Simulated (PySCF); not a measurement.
## Dipole response of V (vanadium, neutral)

[Ar] 3d3 4s2, high-spin 4F determinant. Computed with PySCF 2.14 in x2c-QZVPPall with one added diffuse shell each of s, p, d, f, g type (12s8p6d4f3g, 121 functions), with scalar relativity by spin-free X2C-1e. Coupled (time-dependent) response in atomic units; α is the mean over directions.

| method | mean α (bohr³) | C₆ (like pair) | S(−4) |
| --- | --- | --- | --- |
| PBE0 | 95.71 | 1045 | 5244 |

S(−4) is the Cauchy moment in α(ω) = α(0) + S(−4) ω² + …

Reference α: 87 ± 10 bohr³ (recommended; Schwerdtfeger and Nagle, table of static dipole polarizabilities (2023 update)). Published C₆: 832.0 (Chu and Dalgarno (2004); Tang, Norbeck and Certain (1976)).

α(iu) at PBE0:

| u (hartree) | α(iu) (bohr³) |
| --- | --- |
| 0 | 95.71 |
| 0.0500 | 84.67 |
| 0.100 | 64.49 |
| 0.200 | 35.14 |
| 0.300 | 21.21 |
| 0.500 | 10.48 |
| 0.750 | 5.992 |
| 1.00 | 4.069 |
| 1.50 | 2.362 |
| 2.00 | 1.584 |
| 3.00 | 0.8688 |
| 5.00 | 0.3812 |

A single London oscillator, α(iu) = α/(1 + u²/ω²), gives C₆ = (3/4) ω α². Matching the computed C₆ needs ω = 4 × 1045 / (3 × 95.71²) = 0.152 hartree.
